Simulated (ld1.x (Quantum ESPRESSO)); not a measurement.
# What one change does to a pseudopotential (vanadium, ultrasoft)

vanadium, ultrasoft, made with ld1.x (Quantum ESPRESSO) 7.5 (LDA (PZ), scalar-relativistic). Core [Ne], reference 3s2 3p6 3d3 4s1.5 4p0 (charge +0.5). Waves: 3s (bound): rcut 1.25, rcutus 1.30 bohr; 4s (bound): rcut 1.25, rcutus 1.30 bohr; 3p (bound): rcut 2.00, rcutus 2.15 bohr; 4p (bound, empty): rcut 2.00, rcutus 2.15 bohr; 3d (bound): rcut 0.90, rcutus 1.10 bohr; 3d channel at 4.4 Ry: rcut 0.90, rcutus 1.10 bohr. Local part: all-electron potential smoothed inside 2.00 bohr (lloc = -1). Core correction: a·sin(br)/r model core, default radius (core density twice the valence density). Augmentation charge: PSQ, inside the norm-conserving radii.

Change: all radii but the core radius scaled by about 0.81 (s 1.06, p 1.74, d 0.90 bohr, rcut 1.02/1.62/0.74); local potential all-electron potential smoothed inside 1.62 bohr (lloc = -1).

Cutoffs: the cutoffs (Ry, on a coarse ladder) from which the occupation-weighted sum of valence levels, in a spherical-Bessel basis at the reference potential, stays within 10 and 1 mRy of its value at 400 Ry; they do not see the model core or the augmentation charge, which bear on the density cutoff. Errors are all-electron minus pseudo energies relative to the spin-unpolarised reference configuration.

Problem. Predict the effect on cutoff, ghosts and configuration errors.

Solution. The potential gets harder (80 Ry and 140 Ry → 120 Ry and 200 Ry); of the 9 tests that both files solve, the error grows in 4 and shrinks in 1 by more than 15 % and 0.3 meV (median size 2.0 → 3.6 meV); neither file shows a bound ghost. A smaller radius makes the pseudo-wave follow the all-electron one further in, where it bends more sharply, so more plane waves are needed.

| quantity | base | changed |
| --- | --- | --- |
| cutoff, loose | 80 Ry | 120 Ry |
| cutoff, tight | 140 Ry | 200 Ry |
| loose cutoff by channel (10 mRy a level) | s 25 Ry, p 15 Ry, d 70 Ry | s 25 Ry, p 21 Ry, d 110 Ry |
| bound ghosts | none | none |
| error for 3s2 3p6 3d3 4s2 4p0, meV [ΔE -3.18 eV] | +0.2 | +0.2 |
| error for 3s2 3p6 3d3 4s1 4p0, meV [ΔE 4.76 eV] | -0.4 | -0.4 |
| error for 3s2 3p6 3d3 4s0 4p0, meV [ΔE 19.31 eV] | -1.7 | -2.0 |
| error for 3s2 3p6 3d3 4s1 4p1, meV [ΔE 0.23 eV] | -0.1 | -3.6 |
| error for 3s2 3p6 3d3 4s0 4p2, meV [ΔE 3.82 eV] | -2.0 | -16 |
| error for 3s2 3p6 3d3.5 4s1.5 4p0, meV [ΔE -3.15 eV] | -3.3 | -1.2 |
| error for 3s2 3p5 3d3 4s2 4p0, meV [ΔE 47.70 eV] | -25 | -127 |
| error for 3s2 3p6 3d3 4s1.5 4p0 (spin-polarised), meV [ΔE -1.89 eV] | -12 | +12 |
| error for 3s2 3p6 3d3 4s2 4p0 (spin-polarised), meV [ΔE -4.81 eV] | -9.8 | +10.0 |
| lowest overlap eigenvalue by channel | s 0.30, p 0.84, d 1.00 | s 0.47, p 0.12, d 0.99 |
